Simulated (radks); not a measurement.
Results of a calculation; reference values are marked as such.
Question: Radial electron density D(r) = 4 pi r^2 rho(r) of an atom or ion with 1 electrons. Code: a radial shooting solver on a logarithmic mesh with Libxc functionals. Model: scalar-relativistic Kohn-Sham, BLYP, spin-polarised, spherical densities, finite nucleus; Fermi nuclear charge, rms radius of each element as measured or else 0.836 A^(1/3) + 0.57 fm.

```
   r/bohr * D(r) (the largest magnitude, 3.23, reaches the edge; | marks zero)
  0.01923 |   *
  0.02239 |     *
  0.02607 |      *
  0.03035 |        *
  0.03533 |           *
  0.04113 |              *
  0.04788 |                  *
  0.05574 |                       *
  0.06437 |                           *
  0.07494 |                                 *
  0.08724 |                                      *
   0.1016 |                                            *
   0.1182 |                                                 *
   0.1376 |                                                    *
   0.1602 |                                                      *
   0.1865 |                                                     *
   0.2172 |                                                  *
   0.2528 |                                            *
   0.2943 |                                    *
   0.3426 |                           *
   0.3957 |                   *
   0.4606 |           *
   0.5363 |      *
   0.6243 |  *
   0.7268 |*
   0.8461 *
    0.985 *
```

What is the nuclear charge?

Answer: Z = 6. The innermost maximum, from 1s, lies near gamma/Z bohr with gamma = sqrt(1 - (Z/c)^2) = 0.999, here 0.167 bohr (found: 0.165), and its height grows with Z. The density is that of the carbon ion C5+ in 1s1; the configuration itself is not fixed sharply by these data. D(r) has 1 maximum, at r = 0.165 bohr.
